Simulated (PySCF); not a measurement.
PySCF 2.14 output of an unrestricted PBE calculation on a single atom or ion in aug-cc-pVTZ, with no relativity, point nucleus:

```
SCF conv_tol = 1e-09
number electrons alpha = 15  beta = 9
    J. P. Perdew, K. Burke, and M. Ernzerhof.,  Phys. Rev. Lett. 77, 3865 (1996)
    J. P. Perdew, K. Burke, and M. Ernzerhof.,  Phys. Rev. Lett. 78, 1396 (1997)
    J. P. Perdew, K. Burke, and M. Ernzerhof.,  Phys. Rev. Lett. 77, 3865 (1996)
    J. P. Perdew, K. Burke, and M. Ernzerhof.,  Phys. Rev. Lett. 78, 1396 (1997)
cycle= 1 E= -1044.07493933135  delta_E= -0.0146  |g|= 0.0634  |ddm|= 2.78
cycle= 2 E= -1044.07393168928  delta_E= 0.00101  |g|= 0.0913  |ddm|= 0.612
cycle= 3 E= -1044.07603246913  delta_E= -0.0021  |g|= 0.00226  |ddm|= 0.398
cycle= 4 E= -1044.07603354576  delta_E= -1.08e-06  |g|= 0.000398  |ddm|= 0.0292
cycle= 5 E= -1044.07603359342  delta_E= -4.77e-08  |g|= 2.24e-05  |ddm|= 0.00826
cycle= 6 E= -1044.07603359366  delta_E= -2.36e-10  |g|= 8.01e-06  |ddm|= 0.000707
converged SCF energy = -1044.07603359366  <S^2> = 12.00033  2S+1 = 7.0000942
```

The run itself started from symmetry-adapted Hartree-Fock orbitals and held the occupation by maximum overlap, on a logarithmic radial grid, so the iterations belong to that start.

Problem. Which element, charge and spin multiplicity is this?

Solution. Cr (chromium, neutral), multiplicity 7; the state was [Ar] 3d4 4s1 4p1, one real determinant (an excited configuration).

⟨L²⟩ = 8.01 against 12 for a pure F term, so this real determinant mixes terms.
